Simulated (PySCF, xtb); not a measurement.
Si(H)(Br)(Me)(vinyl) (C3H7BrSi), SMILES C[SiH](C=C)Br.

GFN2-xTB run with xtb 6.7.1 at its own geometry gives an orbital gap of 4.33 eV and a dipole moment of 5.60 D.

The structure is a stationary point at PBE0-D3(BJ)/def2-SVP. One conformer was computed; it need not be the lowest.

Task: What does PBE/def2-TZVP (PySCF) give? (An estimate is asked for; the answer gives what the named calculation found.)

Result: gap 5.21 eV (levels -6.85 and -1.64 eV), dipole 1.99 D.
